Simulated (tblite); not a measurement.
Parent: `[CH3:1][CH:2]([CH3:3])[P:4]([PH2:5])[CH:6]([CH3:7])[CH3:8]` with C1–C2–P4–P5 -70°, C2–P4–P5–H -171° and 97°, C2–P4–C6–C7 180°, C6H16P2.

Structures optimised with GFN2-xTB, isolated species. One conformer each, not checked by frequencies here.

```tsv
coordinate of the parent	value
C1–C2	1.526 Å
C2–C3	1.525 Å
C2–P4	1.885 Å
P4–P5	2.175 Å
P4–C6	1.886 Å
C6–C7	1.528 Å
C6–C8	1.524 Å
C1–C2–C3	110.3°
C1–C2–P4	108.2°
C3–C2–P4	110.6°
C2–P4–P5	97.1°
C2–P4–C6	101.4°
P5–P4–C6	100.1°
P4–C6–C7	108.3°
P4–C6–C8	115.8°
C7–C6–C8	110.8°
```

Q: How does the shared frame change in `[CH3:1][CH:2]([CH3:3])[P:4]([PH3+:5])[CH:6]([CH3:7])[CH3:8]` (charge +1) with C1–C2–P4–P5 65°, C2–P4–C6–C7 -50°, [C6H17P2]+? Atoms pair as C1 = C1, C2 = C2, C3 = C3, P4 = P4, P5 = P5, C6 = C6, C7 = C8, C8 = C7 (parent first).

A: 
```json
{"parent": "C1–C2", "relative": "C1–C2", "value in the relative": "1.526 Å", "change": "0.000"}
{"parent": "C2–C3", "relative": "C2–C3", "value in the relative": "1.526 Å", "change": "+0.001"}
{"parent": "C2–P4", "relative": "C2–P4", "value in the relative": "1.884 Å", "change": "-0.001"}
{"parent": "P4–P5", "relative": "P4–P5", "value in the relative": "2.196 Å", "change": "+0.021"}
{"parent": "P4–C6", "relative": "P4–C6", "value in the relative": "1.878 Å", "change": "-0.008"}
{"parent": "C6–C7", "relative": "C6–C8", "value in the relative": "1.528 Å", "change": "0.000"}
{"parent": "C6–C8", "relative": "C6–C7", "value in the relative": "1.524 Å", "change": "0.000"}
{"parent": "C1–C2–C3", "relative": "C1–C2–C3", "value in the relative": "111.1°", "change": "+0.8"}
{"parent": "C1–C2–P4", "relative": "C1–C2–P4", "value in the relative": "108.3°", "change": "+0.1"}
{"parent": "C3–C2–P4", "relative": "C3–C2–P4", "value in the relative": "108.2°", "change": "-2.4"}
{"parent": "C2–P4–P5", "relative": "C2–P4–P5", "value in the relative": "95.9°", "change": "-1.2"}
{"parent": "C2–P4–C6", "relative": "C2–P4–C6", "value in the relative": "104.2°", "change": "+2.8"}
{"parent": "P5–P4–C6", "relative": "P5–P4–C6", "value in the relative": "98.5°", "change": "-1.6"}
{"parent": "P4–C6–C7", "relative": "P4–C6–C8", "value in the relative": "108.4°", "change": "+0.1"}
{"parent": "P4–C6–C8", "relative": "P4–C6–C7", "value in the relative": "115.7°", "change": "-0.1"}
{"parent": "C7–C6–C8", "relative": "C8–C6–C7", "value in the relative": "111.4°", "change": "+0.6"}
```

Of the parent's bonds, P4–P5 changes most (+0.021 Å). Point group C1 → C1.

The numbers are calculated, not measured.
